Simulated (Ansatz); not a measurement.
This geometry of AlBH4S2 (8 atoms, charge 0, multiplicity 1) is a first-order saddle point.

Method: RKS BLYP-D4/def2-SVP (Ansatz).

```xyz
8
Properties=species:S:1:pos:R:3
B -0.805 1.385 0.127
Al 0.990 0.234 0.100
S 1.017 -1.732 1.297
S 0.245 -2.031 -0.710
H -1.153 2.040 -0.838
H -1.577 1.393 1.068
H 2.387 0.614 -0.568
H -1.105 -1.904 -0.475
```

Q: Which two structures does it join? (They come from a converged band through this point; their orientation in space is the band's.)

A: No bond is made or broken. The dihedral H5–B1–Al2–S3 goes from 104 to -70°. The two ends are copies of one structure, up to a mirror image or an exchange of like atoms.

First end point:

```xyz
8
Properties=species:S:1:pos:R:3
B -0.832 1.330 -0.298
Al 0.944 0.193 -0.360
S 1.117 -0.794 1.719
S 0.339 -2.185 0.246
H -0.855 2.541 -0.182
H -1.923 0.790 -0.246
H 2.219 0.117 -1.310
H -1.009 -1.993 0.431
```

Last end point:

```xyz
8
Properties=species:S:1:pos:R:3
B -0.822 1.344 -0.291
Al 0.941 0.187 -0.351
S 1.105 -0.822 1.718
S 0.327 -2.195 0.227
H -1.926 0.827 -0.261
H -0.822 2.553 -0.155
H 2.217 0.111 -1.300
H -1.021 -2.006 0.413
```

Q: How far does it lie above each of them?

A: 0.084 eV above the first and 0.084 eV above the second. This is the barrier of this one path; another mechanism may lie lower.

Run time: 3.9 min on 1 thread of Intel(R) Xeon(R) Platinum 8375C CPU @ 2.90GHz (Ice Lake), with other jobs on the host, peak memory 0.32 GiB.
